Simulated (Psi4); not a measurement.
A dimer, O2S ··· COS (SMILES O=S=O and O=C=S); the first 3 atoms form monomer A.

```
6

O     -1.2386    -0.2444     0.0000
S     -0.0002     0.4877     0.0000
O      1.2388    -0.2433     0.0000
O      0.1621     0.4490     3.9885
C      0.0208    -0.5789     4.4971
S     -0.1703    -1.9685     5.1847
```

Task: What interaction energy does SAPT0/jun-cc-pVDZ, frozen core (Psi4) give, and which attractive term is the largest?

Result: Total -4.26 kJ/mol: electrostatics -2.72, exchange 0.37, induction -0.32, dispersion -1.58. The most attractive term is electrostatics.
